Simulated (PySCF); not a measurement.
Compound: C7H8F4.
Numbering: `[F:1][C@@H:2]1[C@@H:3]2[CH2:4][CH2:5][C@@:6]1([C:7]([F:8])([F:9])[F:10])[CH2:11]2`

Definitions: NICS(0) = −σiso at the ring centroid; NICS(1) = −σiso and NICS(1)zz = −σzz at ±1 Å along the ring normal z. Level: GIAO PBE0/pcSseg-1 (PySCF, non-relativistic, gas phase) on the GFN2-xTB geometry, one conformer.

Ring bond lengths (Å), with Mayer bond orders in brackets: C2–C3 1.536 (0.92), C3–C4 1.532 (1.00), C4–C5 1.547 (1.00), C5–C6 1.533 (1.00), C6–C2 1.538 (0.88); C2–C3 1.536 (0.92), C3–C11 1.539 (0.93), C11–C6 1.541 (0.91), C6–C2 1.538 (0.88).

Question: What do the NICS probes read (ppm)?

Answer: 
```tsv
ring	type	NICS(0)	NICS(1), two faces	NICS(1)zz, two faces	rms pucker (Å)	centre to ring atoms, mean (Å)
C2–C3–C4–C5–C6	5-membered carbocycle; formal bonds all single	-8.7	-4.3 / -21.5	-8.0 / -20.4	0.32	1.24
C2–C3–C11–C6	4-membered carbocycle; formal bonds all single	-16.6	-8.2 / -12.7	-6.8 / -19.8	0.24	1.06
```

Question: What can be read from them?

Answer: 
- C2–C3–C4–C5–C6: mean NICS(1)zz -14.2 ppm, shielded. C2, C3, C4, C5, C6 have four or more neighbours, and the NICS criterion for π rings isn't applied. The two faces differ by 12.4 ppm, so no symmetry operation interchanges them.
- C2–C3–C11–C6: mean NICS(1)zz -13.3 ppm, shielded. C2, C3, C6, C11 have four or more neighbours, so the value isn't read as a sign of a π ring current. The two faces differ by 13.0 ppm, so no symmetry operation interchanges them. NICS(0) lies 6 ppm below the mean NICS(1).

Question: What field does 7.05 T along the ring normal induce along that normal at the first NICS(1) probe listed for ring C2–C3–C11–C6, 1 Å off the ring?

Answer: NICSzz × B0 = -6.8 ppm × 7.05 T = -48 μT, against the applied field.

Question: List the ring angles and the Hirshfeld charges of the ring atoms.

Answer: 
- C2–C3–C4–C5–C6: C2 82.8° (+0.058 e), C3 101.5° (-0.031 e), C4 99.6° (-0.070 e), C5 98.7° (-0.077 e), C6 102.0° (-0.024 e); sum 484.6° against 540° for a flat convex ring.
- C2–C3–C11–C6: C2 82.8° (+0.058 e), C3 85.8° (-0.031 e), C11 82.7° (-0.072 e), C6 85.7° (-0.024 e); sum 337.0° against 360° for a flat convex ring.

The run took 44 s on one thread of an Intel Xeon Platinum 8375C at 2.90 GHz (shared host), and the process peaked at 0.94 GiB of memory. This is the whole shielding run at PBE0/pcSseg-1, SCF included.
